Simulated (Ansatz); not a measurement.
Job for Ansatz (a quantum-chemistry and plane-wave program): R-BHLYP/def2-TZVPP on CH4 (SMILES C).

Ansatz 0.2 input:
```yaml
crystal:
  periodic: [false, false, false]
  atoms:
    - {symbol: C, position_ang: [0.00000000, 0.00000000, -0.00000000]}
    - {symbol: H, position_ang: [0.62892441, 0.62892441, 0.62892441]}
    - {symbol: H, position_ang: [-0.62892441, -0.62892441, 0.62892441]}
    - {symbol: H, position_ang: [0.62892442, -0.62892442, -0.62892441]}
    - {symbol: H, position_ang: [-0.62892442, 0.62892442, -0.62892441]}
basis:
  gaussian:
    orbitals: def2-TZVPP
hamiltonian:
  xc: {name: BHLYP}
scf: {lower_state_search: off}
```

Program output:

```
WARN ansatz: RAYON_NUM_THREADS=1 ignored (pool sized by the plan → 1); use --threads N
Functional definition: BHLYP
these checks for a lower state are left out or cut short: stability, starts, cluster_reference, orbital_swaps, neighbouring_geometries, increment
integrals: 0.01 GiB planned
457 factors; their error is unknown
mean field: 0.16 GiB planned
mean field evaluation 1: about -1099.0659 eV, gradient 3.7e1 eV
mean field evaluation 2: about -1100.1196 eV, gradient 2.9e1 eV
mean field evaluation 4: about -1102.1325 eV, gradient 9.4e-2 eV
mean field evaluation 8: about -1102.1301 eV, gradient 7.5e-5 eV
mean field -1102.13012385 eV, -40.5025350010 hartree, gradient 8.8e-6 eV, S^2 0.000000; 0 other end points of the search recorded, 0 dependent functions left out
reference -1102.13024860 eV, -40.5025395853 hartree; 5, 5 occupied and 82, 82 virtual orbitals, 457 factors
Total energy: -1102.13024860 eV, -40.5025395853 hartree
Checks for a lower state left out: stability, starts, cluster_reference, orbital_swaps, neighbouring_geometries, increment
```

The calculation finished and met its thresholds.

Cost: around 0.5 core-seconds (rough).
